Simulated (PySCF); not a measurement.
SMILES C[S][Zn][OH] (CH4OSZn), CAM-B3LYP/def2-SVP optimised geometry.

```
8

Zn    -0.02     0.36     0.00
O      1.74     0.36     0.00
H      2.18    -0.50     0.07
S     -2.18     0.50     0.00
C     -2.53     0.57    -1.80
H     -2.07     1.45    -2.28
H     -3.62     0.66    -1.90
H     -2.21    -0.34    -2.32
```

Density from CAM-B3LYP/def2-TZVP (PySCF 2.14.0) at that geometry.

Minimum of the electron density along straight lines between bonded atoms, close to the bond critical point (lines longer than 1.1 times the sum of covalent radii, or with two minima, are not listed):

```
bond    length / Å  ρ at the minimum / e bohr⁻³  ∇²ρ there / e bohr⁻⁵  position (fraction from the first atom)
------  ----------  ---------------------------  --------------------  ---------------------------------------
Zn1–O2       1.765                        0.141                     ?                                     0.49
O2–H3        0.963                        0.354                 -2.34                                     0.80
Zn1–S4       2.160                        0.100                  0.19                                     0.46
S4–C5        1.833                            ?                     ?                                     0.53
C5–H6        1.098                        0.277                 -0.95                                     0.65
C5–H7        1.098                        0.276                 -0.95                                     0.65
C5–H8        1.098                        0.277                 -0.95                                     0.65
```

Q: Fill in the missing entries.

A: 
- Zn1–O2, ∇²ρ there / e bohr⁻⁵: 0.74
- S4–C5, ρ at the minimum / e bohr⁻³: 0.173
- S4–C5, ∇²ρ there / e bohr⁻⁵: -0.27
